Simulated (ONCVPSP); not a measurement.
## N (Z = 7), ONCV: configuration errors across variants

N (Z = 7), optimised norm-conserving Vanderbilt (ONCV), made with ONCVPSP 4.0.1 (LDA (Perdew-Zunger), scalar-relativistic). Core [He], reference 2s2 2p3. Waves: 2s: rc 0.90 bohr, ncon 4, nbas 8, qcut 6.8 1/bohr, 2 projectors, debl 2.7 Ha; 2p: rc 2.15 bohr, ncon 4, nbas 7, qcut 5.7 1/bohr, 1 projector. Local part: polynomial inside 0.65 bohr (lpopt 5, dvloc0 6 Ha). Core correction: Teter function fitted to the true core (icmod 2), fcfact 0.2.

All-electron excitation energies from the reference (eV): (1) 2s2 2p2 13.732; (2) 2s2 2p1 42.701; (3) 2s2 2p0 89.866; (4) 2s1 2p3 25.184.

Errors AE − PS in meV (a dash: test not solved or not reliable):

```tsv
change	(1)	(2)	(3)	(4)	bound ghosts	GHOST(+) flags above zero
base	+80	+686	+2650	-120	none	none
all radii but the core radius scaled by about 0.91 (s 0.82, p 1.96 bohr); local potential polynomial inside 0.60 bohr (lpopt 5, dvloc0 6 Ha)	+59	+531	+2122	-91	none	none
all radii but the core radius scaled by about 1.08 (s 0.98, p 2.32 bohr); local potential polynomial inside 0.70 bohr (lpopt 5, dvloc0 6 Ha)	+103	+849	+3184	-150	none	none
all radii but the core radius scaled by about 1.20 (s 1.08, p 2.58 bohr); local potential polynomial inside 0.78 bohr (lpopt 5, dvloc0 6 Ha)	+143	+1118	+4054	-198	none	none
all radii but the core radius scaled by about 1.29 (s 1.16, p 2.76 bohr); local potential polynomial inside 0.84 bohr (lpopt 5, dvloc0 6 Ha)	+177	+1342	+4735	-235	none	none
```

Q: Give the same row for: all radii but the core radius scaled by about 0.82 (s 0.74, p 1.76 bohr); local potential polynomial inside 0.54 bohr (lpopt 5, dvloc0 6 Ha).

A: +41, +386, +1611, -64; bound ghosts: none; GHOST(+) flags above zero: s.
